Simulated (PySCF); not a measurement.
Compound: C₇H₁₁Cl.
SMILES with atom numbers: `[Cl:1][C@@:2]12[CH2:3][CH2:4][CH2:5][C@@H:6]1[CH2:7][CH2:8]2` (hydrogens: H9, H10 on C3; H11, H12 on C4; H13, H14 on C5; H15 on C6; H16, H17 on C7; H18, H19 on C8)

All values: CAM-B3LYP/def2-SVPD (PySCF, non-relativistic), on one gas-phase PBE0-D3(BJ)/def2-SVP geometry that isn't relaxed in the solvent. The solvent is an IEF-PCM continuum (van der Waals radii × 1.2). The model holds no explicit solvent molecules, cavitation or dispersion.

Gas phase at CAM-B3LYP/def2-SVPD: HOMO -9.25 eV, LUMO 1.22 eV, dipole 2.33 D.

Task: What does the continuum do to the energy, the frontier levels and the dipole at CAM-B3LYP/def2-SVPD in chloroform and tetrahydrofuran?

Result: 
| solvent | ε | E(solvent) − E(gas) (kcal/mol) | polarisation term (kcal/mol) | distortion of the solute (kcal/mol) | HOMO (eV) | LUMO (eV) | dipole (D) |
| --- | --- | --- | --- | --- | --- | --- | --- |
| chloroform | 4.711 | -2.01 | -2.26 | 0.25 | -9.28 | 1.36 | 2.92 |
| tetrahydrofuran | 7.426 | -2.30 | -2.63 | 0.33 | -9.28 | 1.36 | 3.01 |

The polarisation term is half the interaction of the solute with the surface charges that it induces; the rest is the cost of distorting the solute's density. The sum is the electrostatic part of solvation alone. The atom shares or the degeneracy of the LUMO differ from the gas phase in tetrahydrofuran, so that column needn't follow one orbital. From chloroform to tetrahydrofuran the lowering changes by a factor 1.14, Onsager's factor (ε − 1)/(2ε + 1) by 1.14 and ε itself by 1.6.

Task: Which radius a makes the point-dipole formula ΔE = −[(ε − 1)/(2ε + 1)]·μ²/a³ give the value in tetrahydrofuran, with the gas-phase dipole?

Result: μ = 0.918 au and |ΔE| = 0.00366 Eh give a = 2.40 Å; the farthest nucleus lies 2.81 Å from the centroid of the nuclei, so such a sphere wouldn't even hold the nuclei. The formula assumes a rigid point dipole at the centre of a sphere.

Task: How does the static polarisability (CAM-B3LYP/def2-SVPD, frozen core, with the continuum's full static response) change?

Result: 
| medium | isotropic (au) | principal values (au) | ⟨r²⟩ of the electrons (bohr²) |
| --- | --- | --- | --- |
| gas | 89.8 | 82.5, 88.5, 98.3 | 1070.6 |
| chloroform | 112.9 | 105.1, 110.5, 123.1 | 1070.7 |
| tetrahydrofuran | 117.1 | 109.6, 114.4, 127.4 | 1070.7 |

The isotropic value in tetrahydrofuran is 1.31 times the gas-phase one; no cavity-field correction is applied. ⟨r²⟩ is taken about the centre of nuclear charge.
